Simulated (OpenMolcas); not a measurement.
# Cr3+ in a point-charge field

Cr3+ among 6 point charges of -2 e arranged as a tetragonal octahedron (D4h), 2.13 Å from the ion, with the axial distance 2.151 Å.
```
   2.1300    0.0000    0.0000  -2.00
   0.0000    2.1300    0.0000  -2.00
  -2.1300    0.0000    0.0000  -2.00
   0.0000   -2.1300    0.0000  -2.00
   0.0000    0.0000    2.1513  -2.00
   0.0000    0.0000   -2.1513  -2.00
```

| Quantity | Value |
| --- | --- |
| Program | OpenMolcas |
| Method | SS-CASPT2, IPEA 0.25 Eh, imaginary shift 0.1 Eh (closed shells correlated: 3s 3p) |
| Basis | ANO-RCC-VDZP [5s4p2d1f] |
| Scalar Hamiltonian | DKH2, point nucleus |
| Active space | 3 electrons in 5 orbitals (3d) |
| State averaging | 2S+1 = 4 even, 10 roots; 2S+1 = 2 even, 40 roots |
| Spin-orbit coupling | state interaction with AMFI integrals over the reference wave functions |

The lowest spin-free states (labels of D4, the rotations of D4h), above the lowest:

```
State  Degeneracy  E (cm-1)  Free-ion L (%)
  4B1           1         0         F (100)
   4E           2      3550         F (100)
  4B2           1      4120         F (100)
   4E           2      6350          F (99)
  4A2           1      6380          F (99)
  2A1           1     16910          G (81)
  2B1           1     16990          G (82)
   2E           2     17530          G (80)
  2A2           1     17560          G (80)
  2A1           1     18280         G (100)
  4A2           1     18760          P (99)
   4E           2     19120          P (99)
  2B2           1     19710          G (93)
   2E           2     19710          G (93)
   2E           2     23200          H (58)
  2B2           1     23250          H (77)
  2A2           1     23430          H (55)
   2E           2     23650          H (69)
  2B1           1     24680          H (61)
  2A1           1     24810          H (60)
```

The lowest levels with spin-orbit coupling:

| E (cm-1) | Degeneracy | Label | 2S+1 | g |
| --- | --- | --- | --- | --- |
| 0 | 2 | E3/2 | 4 | 1.80 3.54 3.54 |
| 3 | 2 | E1/2 | 4 | 0.00 0.00 5.41 |
| 3480 | 2 | E3/2 | 4 | 1.57 1.57 3.66 |
| 3560 | 2 | E3/2 | 4 | 0.31 2.12 2.12 |
| 3580 | 2 | E1/2 | 4 | 0.04 2.72 2.72 |
| 3640 | 2 | E1/2 | 4 | 3.23 3.23 3.56 |
| 4110 | 2 | E3/2 | 4 | 2.20 3.40 3.40 |
| 4170 | 2 | E1/2 | 4 | 0.00 0.00 6.57 |
| 6190 | 2 | E3/2 | 4 | 0.56 0.77 0.77 |
| 6230 | 2 | E1/2 | 4 | 0.02 2.04 2.04 |
| 6250 | 2 | E3/2 | 4 | 0.80 0.80 2.90 |
| 6560 | 2 | E1/2 | 4 | 2.45 2.45 2.72 |
| 6590 | 2 | E3/2 | 4 | 0.66 0.66 3.68 |
| 6770 | 2 | E1/2 | 4 | 3.76 4.93 4.93 |
| 16900 | 2 | E1/2 | 2 | 0.54 0.96 0.96 |
| 16970 | 2 | E3/2 | 2 | 0.36 0.36 1.52 |
| 17560 | 2 | E3/2 | 2 | 2.20 2.20 2.89 |
| 17570 | 2 | E1/2 | 2 | 0.73 0.96 0.96 |
| 17580 | 2 | E1/2 | 2 | 1.59 1.59 2.64 |
| 18450 | 2 | E1/2 | 2 | 3.56 3.56 3.77 |

Powder χT (cm3 K/mol): 1.31 at 2 K, 1.48 at 10 K, 1.51 at 50 K, 1.54 at 100 K, 1.6 at 200 K, 1.65 at 300 K. The effective moment at 300 K is 2.828 √(χT) = 3.64 μB.

The lowest level has 2S+1 = 4, for which the spin-only value is χT = S(S+1) / 2 = 1.875 cm3 K/mol (g = 2). The computed 1.653 at 300 K differs by -0.222, through orbital momentum, spin-orbit coupling and any other state in reach.

Free-ion shares, where given, are those of the reference states; single-state CASPT2 does not remix them. Point charges carry no covalency, so the field is a model and not that of real ligands. No measured value stands beside these numbers.
